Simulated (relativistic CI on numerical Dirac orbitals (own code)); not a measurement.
## Ir⁷⁺: 5p photoemission

Computed with this model: Dirac-Coulomb-Breit CI, KLI orbitals optimised for each configuration, model QED, multiplet model of photoemission in the sudden approximation, unscaled Slater integrals; configurations [Xe] 4f14 5d2 → [Kr] 4d10 4f14 5s2 5p5 5d2; 300 K; Lorentzian 1.5 eV and Gaussian 0.6 eV FWHM. Energies are those of the free ion, without screening or charge transfer. The energies are binding energies and can lie tens of eV above those of solids. S is read from ⟨S²⟩ = S(S + 1).

Field parameters in Wybourne normalisation: Oh B⁴₀ = 21Dq, B⁴₄ = √(5/14) B⁴₀. The field is a parameter set, without covalency.

free ion: ground-state S = 0.93, centroid 160.88 eV. Peaks (eV, height): 154.6 (100), 163.0 (20), 166.2 (12), 172.6 (44), 181.6 (29).

Oh, 10Dq = 10000 cm⁻¹: ground-state S = 0.95, centroid 160.90 eV. Peaks (eV, height): 152.8 (83), 155.0 (100), 163.4 (19), 166.4 (12), 172.4 (41), 181.8 (24).

Oh, 10Dq = 27550 cm⁻¹: ground-state S = 0.96, centroid 160.95 eV. Peaks (eV, height): 152.8 (99), 155.2 (100), 164.0 (18), 165.4 (20), 168.4 (10), 172.2 (46), 182.2 (21).

Strongest unbroadened transitions for Oh, 10Dq = 27550 cm⁻¹:

```tsv
Energy (eV)	Relative strength
152.54	87.1
152.75	100.0
153.18	38.6
154.45	34.6
154.64	56.9
154.91	29.7
155.31	41.8
155.60	50.1
155.94	76.8
163.74	17.0
163.99	9.6
165.42	35.4
171.59	10.1
171.90	54.9
172.54	57.1
173.92	20.4
181.30	20.1
182.31	39.7
```
